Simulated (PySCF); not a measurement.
diphosphane (H4P2), SMILES PP.

The structure is a stationary point at B3LYP-D3(BJ)/def2-TZVP.

Method: TDA-PBE/def2-TZVPD run with PySCF.

Vertical excitations. The molecule is in vacuum. State labels are in the subgroup C2h.

| state | symmetry | energy (eV) | λ (nm) | f | main pairs |
|---|---|---|---|---|---|
| S1 | Ag | 5.18 | 240 | 0.000 | HOMO→LUMO+1 99 % |
| S2 | Bu | 5.28 | 235 | 0.202 | HOMO→LUMO 88 % |
| S3 | Bg | 5.69 | 218 | 0.000 | HOMO→LUMO+2 96 % |
| S4 | Au | 5.74 | 216 | 0.016 | HOMO→LUMO+3 97 % |
| S5 | Bu | 6.61 | 187 | 0.022 | HOMO→LUMO+4 87 % |
| S6 | Ag | 6.98 | 178 | 0.000 | HOMO−1→LUMO 93 % |
| S7 | Ag | 7.11 | 174 | 0.000 | HOMO→LUMO+5 99 % |
| S8 | Bu | 7.32 | 169 | 0.114 | HOMO−1→LUMO+1 93 % |
| S9 | Au | 7.67 | 162 | 0.020 | HOMO−1→LUMO+2 59 %, HOMO→LUMO+7 27 % |
| S10 | Ag | 7.69 | 161 | 0.000 | HOMO→LUMO+6 86 % |
| T1 | Bu | 4.07 | 305 | 0 | HOMO→LUMO 98 % |
| T2 | Ag | 4.87 | 254 | 0 | HOMO→LUMO+1 99 % |
| T3 | Bg | 4.88 | 254 | 0 | HOMO→LUMO+2 98 % |
| T4 | Au | 5.22 | 237 | 0 | HOMO→LUMO+3 95 % |
Triplets are in the Tamm–Dancoff approximation.
